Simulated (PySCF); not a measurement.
C2H5Te, SMILES [CH2][Te]C, multiplicity 2.

Coordinates come from a B3LYP-D3(BJ)/def2-SVP optimisation. The isomer is the one that the SMILES or the coordinates give; other isomers of the formula were not compared. The def2 effective core potentials stand for the cores of Te; spin–orbit coupling is left out.

These are PySCF with r2SCAN/def2-TZVPD values and carry that method's errors.

| Item | Result |
|---|---|
| total energy | -347.26321 hartree |
| α spin, highest occupied and lowest empty level | -4.29 and -1.28 eV |
| β spin, highest occupied and lowest empty level | -5.75 and -2.05 eV |
| dipole moment | 1.11 D |
| quadrupole, principal values (traceless, Buckingham form, about the centre of nuclear charge) | -5.45, 0.63, 4.81 D·Å |
| mean static polarisability | 71.7 bohr³ (10.63 Å³) |
| polarisability, principal values | 59.0, 71.6, 84.6 bohr³ |
| ⟨S²⟩ | 0.761 (pure state 0.75) |
